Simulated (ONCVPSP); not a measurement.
## Before and after: ONCV potential for Rh

rhodium, optimised norm-conserving Vanderbilt (ONCV), made with ONCVPSP 4.0.1 (PBEsol, scalar-relativistic). Core [Ar] 3d10, reference 4s2 4p6 4d6 (charge +3). Waves: 4s: rc 1.10 bohr, ncon 4, nbas 9, qcut 5.6 1/bohr, 2 projectors, debl 1.3 Ha; 4p: rc 1.55 bohr, ncon 3, nbas 7, qcut 8.9 1/bohr, 2 projectors, debl 2 Ha; 4d: rc 1.20 bohr, ncon 4, nbas 8, qcut 7.5 1/bohr, 2 projectors, debl 3.2 Ha. Local part: polynomial inside 0.75 bohr (lpopt 4, dvloc0 0 Ha). Core correction: Teter function, fcfact 2.25, rcfact 1.45.

In the s channel the program set the typed energies aside and used -4.353, 0.250 Ha. In the p channel the program set the typed energies aside and used -3.161, 0.250 Ha.

All-electron outer shells of the reference configuration (PBEsol, scalar-relativistic, ld1.x):

```json
{"shell": "4s", "level (eV)": "-118.44", "outermost node (bohr)": "0.47", "outermost maximum (bohr)": "0.88"}
{"shell": "4p", "level (eV)": "-86.01", "outermost node (bohr)": "0.47", "outermost maximum (bohr)": "0.94"}
{"shell": "4d", "level (eV)": "-39.49", "outermost node (bohr)": "0.46", "outermost maximum (bohr)": "1.11"}
```

Change: s: nbas 8.

Cutoffs: the cutoffs (Ha) at which the residual kinetic energy of the hardest occupied pseudo-wave falls to 1 and 0.1 mHa per electron; they do not see the model core or the augmentation charge, which bear on the density cutoff. Errors are all-electron minus pseudo energies relative to the spin-unpolarised reference configuration.

Problem. Predict the effect on cutoff, ghosts and configuration errors.

Solution. The potential gets softer (188 Ha and 218 Ha → 140 Ha and 162 Ha); the errors of the 3 common tests hardly move; neither file shows a bound ghost.

| quantity | base | changed |
| --- | --- | --- |
| cutoff, loose | 188 Ha | 140 Ha |
| cutoff, tight | 218 Ha | 162 Ha |
| loose cutoff by channel | s 188 Ha, p 16 Ha, d 29 Ha | s 140 Ha, p 16 Ha, d 29 Ha |
| bound ghosts | none | none |
| GHOST(+) flags under 300 eV | s at 177.1 eV | s at 186.7 eV |
| tests with a reliable result | 3 of 4 | 3 of 4 |
| error for 4s2 4p6 4d8 5s1, meV [ΔE -59.47 eV] | +7.4 | +7.3 |
| error for 4s2 4p6 4d8, meV [ΔE -52.00 eV] | +6.0 | +6.0 |
| error for 4s2 4p6 4d7, meV [ΔE -32.49 eV] | +4.0 | +4.0 |
| s: phases at 1.11 bohr within 0.05 rad from the reference energy up to (Ha; the scan ends near 5) | to the end of the scan | to the end of the scan |
| p: phases at 1.58 bohr within 0.05 rad from the reference energy up to (Ha; the scan ends near 5) | to the end of the scan | to the end of the scan |
| d: phases at 1.22 bohr within 0.05 rad from the reference energy up to (Ha; the scan ends near 5) | to the end of the scan | to the end of the scan |
| rms error of d²Exc/dni dnj with the model core, mHa | 0.45 | 0.42 |
